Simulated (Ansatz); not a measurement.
Consider the atomization: `CC[P+](CC)(CC)[In-]([Cl])([Cl])[Cl]` → 6 C• + 3 Cl• + 15 H• + In• + P•.

Gas-phase electronic energies from Ansatz, PBE0-D4/def2-TZVP geometries. CCSD(T)/CBS is the MP2 limit (def2-TZVPP, def2-QZVPP) plus CCSD(T) − MP2 in def2-TZVPP, frozen cores. This one scheme is used for every species, atoms too. For atomizations the MP2-based limit and the directly extrapolated one differ by several kJ/mol either way, and by 10 to 25 for some Ge, Se and Sn compounds, so smaller differences from it don't rank the levels. DFT in def2-TZVPP. Open shells (•) are unrestricted, without spin–orbit coupling. Spin–orbit coupling would lower the free atoms: a little for C, Cl; strongly for In. def2 core potentials past Kr. For In outer-core shells are correlated without core-valence functions, so the limit isn't a true one: a few kJ/mol of doubt a bond, and 10 to 20 or more in all where bonds break to atoms. One conformer a species, not always the lowest.

`CC[P+](CC)(CC)[In-]([Cl])([Cl])[Cl]`:

Cartesian coordinates in Å:
```
C 1.011 1.503 -2.134
C 1.107 0.130 -1.484
P 0.090 -0.019 0.017
C 0.791 1.114 1.256
C 0.025 1.107 2.571
C 0.312 -1.710 0.650
C -0.246 -2.774 -0.284
In -2.390 0.502 -0.457
Cl -2.509 2.818 -0.079
Cl -3.507 -0.836 1.118
Cl -2.631 -0.166 -2.698
H 1.379 2.294 -1.478
H 1.610 1.525 -3.046
H -0.018 1.740 -2.409
H 0.743 -0.636 -2.174
H 2.140 -0.124 -1.225
H 0.756 2.111 0.808
H 1.845 0.854 1.400
H -1.019 1.390 2.423
H 0.046 0.128 3.053
H 0.467 1.826 3.263
H 1.378 -1.864 0.849
H -0.211 -1.745 1.610
H -0.116 -3.763 0.159
H -1.313 -2.628 -0.459
H 0.260 -2.776 -1.251
```

CCSD(T)/CBS gives +9622.2 kJ/mol.

Problem. Another level gave +9525.8 kJ/mol. Which?
A. CCSD(T)/def2-TZVPP
B. r2SCAN0/def2-TZVPP
C. PBE-QIDH/def2-TZVPP
D. MP2/def2-TZVPP

Solution. B. r2SCAN0 9525.8, PBE-QIDH 9598.9, CCSD(T)/def2-TZVPP 9379.3, MP2/def2-TZVPP 9493.8 kJ/mol.

Largest T1 diagnostic among the species: 0.015.

From BLYP to BHLYP (50 % exact exchange), in def2-TZVPP and without D4, ΔE moves by −22.4 kJ/mol: exact exchange takes away binding that semilocal exchange gives to molecules. In def2-TZVPP, CCSD(T) changes the Hartree–Fock value by +2162.7 kJ/mol (the triples alone add +132.9 kJ/mol) and MP2 by +2277.2 kJ/mol; breaking electron pairs costs correlation energy, which Hartree–Fock lacks.
